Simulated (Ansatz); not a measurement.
Cost and result for the atomization energy of `[NH]1[SiH2][GeH2]1` (8 atoms, 8 bonds).

Total charge 0; spin multiplicity 1. Correlated methods include outer-core shells of Ge, which these sets cover unevenly. Scalar relativity is left out up to krypton. The geometry is a stationary point of PBE0-D4/def2-TZVP. Program: Ansatz. All runs use 2 threads of an Arm Neoverse V1 on a shared host. Times are those of one run each, without the atoms' runs, and a repeat can differ threefold. Electronic energies, without spin–orbit coupling; frozen cores. CCSD(T)/CBS adds CCSD(T) − MP2 in def2-TZVPP to the MP2 limit, and its time is that of the two runs behind it. T1 = 0.012. With those shells the extrapolation isn't a true limit. B3LYP takes the VWN-RPA correlation (the form of Gaussian; ORCA's B3LYP/G). HSE06 is the plane-wave form, built on full-range PBE exchange.

CCSD(T)/CBS is a level of theory with its own doubt, some kJ/mol a heavy atom from the limit and from the frozen cores, so smaller differences don't rank the functionals.

```
                             level  functions  wall time  atomization (kJ/mol)  difference from CCSD(T)/CBS  per bond
            LDA (SPW92)/def2-TZVPP        191      1.4 s                2628.9                        316.1      39.5
                BLYP-D4/def2-TZVPP        191      2.4 s                2285.8                        -27.0      -3.4
   PBE-D4/def2-TZVPP (with forces)        191      2.8 s                2310.8                         -2.0      -0.2
                PBE0-D4/def2-TZVPP        191      3.1 s                2278.3                        -34.5      -4.3
                  CCSD(T)/def2-SVP         89      3.7 s                2099.6                       -213.2     -26.6
               HSE06-D4/def2-TZVPP        191      3.9 s                2279.2                        -33.6      -4.2
 B3LYP-D4/def2-TZVPP (with forces)        191      4.5 s                2297.3                        -15.5      -1.9
r2SCAN-D4/def2-TZVPP (with forces)        191      5.5 s                2300.5                        -12.3      -1.5
                 B2PLYP/def2-TZVPP        191        6 s                2268.4                        -44.4      -5.5
                 B97M-V/def2-TZVPP        191      9.5 s                2329.2                         16.4       2.1
                    MP2/def2-QZVPP        366       22 s                2282.5                        -30.3      -3.8
                CCSD(T)/def2-TZVPP        191       68 s                2242.0                        -70.8      -8.8
                 CCSD(T)/CBS(def2)          –       89 s                2312.8                          0.0       0.0
```

From PBE to PBE0 (25 % exact exchange), in def2-TZVPP and without D4, the atomization energy moves by −30.0 kJ/mol: exact exchange takes away binding that semilocal exchange gives to molecules. At CCSD(T), def2-SVP lies −213.2 kJ/mol from the extrapolated value and def2-TZVPP −70.7 kJ/mol: correlation converges slowly with the basis, and small sets miss more of it in the bonded molecule than in its fragments. Leaving LDA and LC-ωPBE aside and taking each functional with its dispersion term where it has one, the values, not all of them listed here, spread over 87.8 kJ/mol, from BHLYP-D4 to B97M-V. LDA lies +333.7 kJ/mol from PBE without D4, its usual overbinding.
